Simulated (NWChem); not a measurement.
System: SiH2Cl, doublet; SMILES [SiH2]Cl

Here is an NWChem input.

```
start job
memory heap 200 mb stack 700 mb global 900 mb
geometry units angstroms noautoz
  Si     0.129910     1.026644     0.000000
  Cl    -0.001328    -1.051600     0.000000
  H     -0.546948     1.539381     1.225218
  H     -0.546948     1.539381    -1.225218
end
basis spherical
  * library def2-svp
end
dft
  odft
  mult 2
  xc bhlyp
  iterations 150
  mulliken
end
task dft energy
```

In the optimisation the excess spin sits in a' (Cs, its own frame). All runs use the structure optimised with B3LYP/6-31G* (spherical d), spin-unrestricted. No stability test was run on the SCF state.

Q: Predict the main results of this run. (BHandHLYP/def2-SVP, spin-unrestricted.) Quantities: energy (Ha); highest occupied level (eV); lowest empty minus highest occupied level, either spin (eV); dipole (D); <S²>.

A: 
| Property | Value |
|---|---|
| energy (Ha) | -750.64 |
| highest occupied level (eV) | -7.51 |
| lowest empty minus highest occupied level, either spin (eV) | 5.48 |
| dipole (D) | 1.47 |
| <S²> | 0.752 |
